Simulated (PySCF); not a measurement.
## Deuteron quadrupole couplings in `C=C1[C@@H](O)[C@H]1[SiH2]C`

Species: C5H10OSi.
Numbering: `[CH2:1]=[C:2]1[C@@H:3]([OH:4])[C@H:5]1[SiH2:6][CH3:7]` (hydrogens: H8, H9 on C1; H10 on C3; H11 on O4; H12 on C5; H13, H14 on Si6; H15, H16, H17 on C7)

Cartesian coordinates in Å at the GFN2-xTB level; atoms count from 1:
```xyz
17
C5H10OSi angstrom
C     -2.744    0.656    0.490
C     -1.629   -0.025    0.561
C     -0.852   -1.190    0.122
O     -0.332   -1.247   -1.177
C     -0.255   -0.145    1.045
Si     1.068    0.979    0.282
C      2.658   -0.028    0.058
H     -2.877    1.578    1.033
H     -3.582    0.319   -0.100
H     -1.111   -2.171    0.521
H     -1.053   -1.201   -1.815
H     -0.117   -0.424    2.083
H      0.593    1.531   -0.990
H      1.271    2.086    1.233
H      2.487   -0.867   -0.609
H      3.450    0.582   -0.366
H      3.016   -0.423    1.005
```

Level: PBE0/pcSseg-1 (PySCF, non-relativistic); Q(2H) = 0.00286 b; rigid geometry, the same for H and D, with no vibrational averaging.

Question: Rank these positions by the coupling χzz of a deuteron there, largest first.
A. H15 (methyl hydrogen)
B. H9 (vinylic hydrogen)
C. H11 (hydroxyl hydrogen)
D. H10 (methine hydrogen)
E. H14 (Si–H hydrogen)

Answer: C (314 kHz), B (224 kHz), A (217 kHz), D (206 kHz), E (105 kHz).

Q: Tabulate Vzz, the asymmetry η and χzz = 234.96 MHz × Q × Vzz for every hydrogen position.

A: 
```
atom  bonded to  bond length (Å)  Vzz (au)     η  χzz (kHz)
  H8         C1            1.078    0.3352  0.05        225
  H9         C1            1.079    0.3340  0.05        224
 H10         C3            1.090    0.3059  0.11        206
 H11         O4            0.964    0.4668  0.14        314
 H12         C5            1.083    0.3298  0.05        222
 H13        Si6            1.465    0.1623  0.03        109
 H14        Si6            1.473    0.1568  0.01        105
 H15         C7            1.086    0.3229  0.02        217
 H16         C7            1.086    0.3268  0.01        220
 H17         C7            1.087    0.3248  0.01        218
```

Q: Average by the element that carries the hydrogen.

A: on C: 219 kHz over 7 positions, mean bond length 1.084 Å; on O: 314 kHz over 1 position, mean bond length 0.964 Å; on Si: 107 kHz over 2 positions, mean bond length 1.469 Å.

Q: How does χzz go with the bond length over the 7 C–H bonds?

A: A straight-line fit has a slope of -13.8 kHz for each 0.01 Å, with a correlation coefficient of -0.91, over lengths from 1.078 to 1.090 Å. The longer bonds have the smaller couplings here.

Q: A static deuteron (I = 1) shows a doublet split by (3/2)χ, (3/4)χ(1 + η) and (3/4)χ(1 − η) with the field along z, y and x of the gradient. What are these for H14?

A: With |χ| = 105.3 kHz and η = 0.006: 158, 79 and 79 kHz, to first order and without motion.

The structure is a single GFN2-xTB conformer in the gas phase; no vibrational or solvent corrections. GFN2-xTB bond lengths can be off by several hundredths of an ångström, more for odd bonds, and the gradients follow them. The basis is small and wasn't made for field gradients, so the couplings can be 20 % off.
